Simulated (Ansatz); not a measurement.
Cost and result for the atomization energy of C$_{2}$H$_{5}$NSi (`C[SiH]1C=N1`) (9 atoms, 9 bonds).

```xyz
9

C    -0.575    1.127   -0.612
Si   -0.178   -0.247    0.569
C     0.939   -1.580    0.199
N     1.536   -0.675    0.876
H    -0.573    2.090   -0.096
H     0.165    1.161   -1.414
H    -1.563    0.987   -1.057
H    -1.098   -0.347    1.722
H     1.347   -2.516   -0.188
```

Total charge 0; spin multiplicity 1. All single points use the PBE0-D4/def2-TZVP geometry. Program: Ansatz. All runs use 2 threads of an Intel Xeon on a shared host. Times are those of one run each, without the atoms' runs, and a repeat can differ threefold. Electronic energies, without spin–orbit coupling; frozen cores. CCSD(T)/CBS adds CCSD(T) − MP2 in def2-TZVPP to the MP2 limit, and its time is that of the two runs behind it. T1 = 0.014. B3LYP takes the VWN-RPA correlation (the form of Gaussian; ORCA's B3LYP/G).

CCSD(T)/CBS is a level of theory with its own doubt, some kJ/mol a heavy atom from the limit and from the frozen cores, so smaller differences don't rank the functionals.

| level | functions | wall time | atomization (kcal/mol) | difference from CCSD(T)/CBS | per bond |
| --- | --- | --- | --- | --- | --- |
| LDA (SPW92)/def2-TZVPP | 205 | 1.1 s | 923.5 | 118.4 | 13.2 |
| revPBE-D4/def2-TZVPP | 205 | 1.8 s | 807.4 | 2.3 | 0.3 |
| BLYP-D4/def2-TZVPP | 205 | 1.9 s | 809.0 | 3.9 | 0.4 |
| PBE-D4/def2-TZVPP (with forces) | 205 | 2.3 s | 827.1 | 22.0 | 2.4 |
| CCSD(T)/def2-SVP | 85 | 2.3 s | 754.4 | -50.7 | -5.6 |
| CAM-B3LYP-D4/def2-TZVPP | 205 | 2.8 s | 809.1 | 4.0 | 0.4 |
| B3LYP-D4/def2-TZVPP (with forces) | 205 | 3.6 s | 807.6 | 2.5 | 0.3 |
| B2PLYP/def2-TZVPP | 205 | 4.5 s | 798.8 | -6.3 | -0.7 |
| B97M-V/def2-TZVPP | 205 | 6 s | 810.6 | 5.5 | 0.6 |
| ωB97X-V/def2-TZVPP | 205 | 6.5 s | 810.3 | 5.2 | 0.6 |
| MP2/def2-QZVPP | 391 | 16 s | 808.5 | 3.4 | 0.4 |
| CCSD(T)/def2-TZVPP | 205 | 36 s | 781.8 | -23.3 | -2.6 |
| CCSD(T)/CBS(def2) | – | 52 s | 805.1 | 0.0 | 0.0 |

Leaving LDA and LC-ωPBE aside and taking each functional with its dispersion term where it has one, the values, not all of them listed here, spread over 46.5 kcal/mol, from BHLYP-D4 to PBE-D4. LDA lies +100.2 kcal/mol from PBE without D4, its usual overbinding. From BLYP to BHLYP (50 % exact exchange), in def2-TZVPP and without D4, the atomization energy moves by −24.5 kcal/mol: exact exchange takes away binding that semilocal exchange gives to molecules. The D4 term adds +6.2 kcal/mol with B3LYP and +3.2 kcal/mol with PBE0; it sums over pairs of atoms, weighted by their polarisabilities, and B3LYP, whose exchange is more repulsive, gets the larger term.
